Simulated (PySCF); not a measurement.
Exercise with solution: chemical shift, span and skew from a shielding tensor

Se(Cl)(Me) (CH3ClSe), SMILES C[Se]Cl. Atoms are numbered in the order given.

```xyz
6

Se     0.5049    -0.4198     0.0000
Cl    -0.3291     1.6092     0.0000
C     -1.1909    -1.3896     0.0000
H     -0.9179    -2.4458     0.0000
H     -1.7540    -1.1504    -0.8975
H     -1.7540    -1.1504     0.8975
```
Charge 0, spin multiplicity 1.

Geometry optimised at B3LYP-D3(BJ)/def2-TZVP.

GIAO shieldings from PBE0/pcSseg-2 (PySCF), non-relativistic, no solvent. The symmetric part of the tensor of Se1 has the principal values -852.6, 657.1, 2032.8 ppm. The same nucleus in Me2Se has σ = 1739.2 ppm at this level (PySCF, at its B3LYP-D3(BJ)/def2-TZVP geometry). Without spin–orbit terms, shifts of atoms bonded to Cl or Br come out too high.

### Question
Work out the isotropic shielding, the ⁷⁷Se shift against Me2Se, the span and the skew.

### Answer

σ(iso) = (σ11 + σ22 + σ33)/3 = 612.4 ppm. δ = σ(ref) − σ(iso) = 1739.2 − (612.4) = 1126.8 ppm.
Span Ω = σ33 − σ11 = 2885.4 ppm. Skew κ = 3(σ(iso) − σ22)/Ω = -0.05. Tumbling in solution averages the tensor to δ; in a static solid the shielding alone would spread this spin-1/2 line over Ω.
